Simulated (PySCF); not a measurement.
C5H7N.

```xyz
13

C      0.0219    -2.1949     0.0000
C      0.0646    -0.7002     0.0000
C      1.1269     0.1373     0.0000
C      0.5966     1.5408     0.0000
N     -0.8564     1.4397     0.0000
C     -1.1237     0.1805     0.0000
H     -0.5144    -2.5772     0.8852
H     -0.5144    -2.5772    -0.8852
H      1.0323    -2.6286     0.0000
H      2.1822    -0.1396     0.0000
H      0.9253     2.1245    -0.8807
H      0.9253     2.1245     0.8807
H     -2.1592    -0.1845     0.0000
```

Geometry optimised at B3LYP-D3(BJ)/def2-SVP. Other conformers were not sampled.

Computed with PySCF with HF/pcSseg-1. Non-relativistic, no solvent.

### Question
Give the absolute GIAO shielding of each atom: isotropic value and principal components (ppm). (The exact figures need the calculation; the answer reports its results.)

### Answer

| atom | σ(iso) | σ11 | σ22 | σ33 | span |
|---|---|---|---|---|---|
| C1 | 177.5 | 168.4 | 173.5 | 190.5 | 22.1 |
| C2 | 45.9 | -81.7 | 69.8 | 149.5 | 231.2 |
| C3 | 34.3 | -91.2 | 41.0 | 153.1 | 244.3 |
| C4 | 126.6 | 109.7 | 117.0 | 153.0 | 43.4 |
| N5 | -128.9 | -484.0 | -155.4 | 252.8 | 736.8 |
| C6 | 12.1 | -117.7 | 39.6 | 114.5 | 232.2 |
| H7 | 29.6 | 25.5 | 27.2 | 36.3 | 10.8 |
| H8 | 29.6 | 25.5 | 27.2 | 36.3 | 10.8 |
| H9 | 29.4 | 24.4 | 28.7 | 35.0 | 10.6 |
| H10 | 24.4 | 22.4 | 23.9 | 26.8 | 4.5 |
| H11 | 27.5 | 23.5 | 26.1 | 32.9 | 9.4 |
| H12 | 27.5 | 23.5 | 26.1 | 32.9 | 9.4 |
| H13 | 23.5 | 21.8 | 22.6 | 26.1 | 4.3 |
